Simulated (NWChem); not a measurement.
System: CdIBr; SMILES [Br][Cd][I]

The following NWChem deck was run.

```
start job
memory heap 200 mb stack 900 mb global 1100 mb
geometry units angstroms noautoz
  Cd    -0.042469     0.352238     0.000000
  Br    -0.173169     2.776453     0.000000
  I      0.097496    -2.245311     0.000000
end
basis spherical
  Cd library def2-tzvp
  Br library def2-tzvp
  I library def2-tzvp
end
ecp
  Cd library def2-ecp
  I library def2-ecp
end
dft
  xc b3pw91
  iterations 150
  mulliken
end
task dft energy
```

Coordinates come from a PBE-D3(BJ)/def2-SVP optimisation. def2 effective core potentials on Cd, I; no spin-orbit coupling.

Task: Give the results of this calculation. (B3PW91/def2-TZVP with def2 effective core potentials on Cd, I.) Quantities: energy (Ha); highest occupied level (eV); orbital gap (eV); dipole (D).

Result: 
```yaml
energy (Ha): -3039.99
highest occupied level (eV): -7.71
orbital gap (eV): 5.07
dipole (D): 0.64
```
